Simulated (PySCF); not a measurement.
sulfur trioxide (O3S), SMILES O=S(=O)=O. The structure is a stationary point at PBE-D3(BJ)/def2-TZVP.

The numbers are results of PBE-D3(BJ)/def2-TZVP (PySCF 2.14.0), not measurements.

Harmonic wavenumbers (cm⁻¹): 468, 497, 497, 1021, 1345, 1345. Rotational constants (GHz): 10.10, 10.10, 5.048; symmetry number 6.

### Question
Work out the zero-point energy and the ideal-gas rigid-rotor harmonic-oscillator thermochemistry at 298.15 K and 1 atm.

### Answer
ZPE = ½ Σ hcν = ½ × 5173 cm⁻¹ = 30.94 kJ/mol. H − E(el) = 42.84 kJ/mol. Entropy in J/(mol K): translation 163.41, rotation 85.31, vibration 9.24, total 257.95. G − E(el) = -34.07 kJ/mol. Cp = 51.86 J/(mol K).
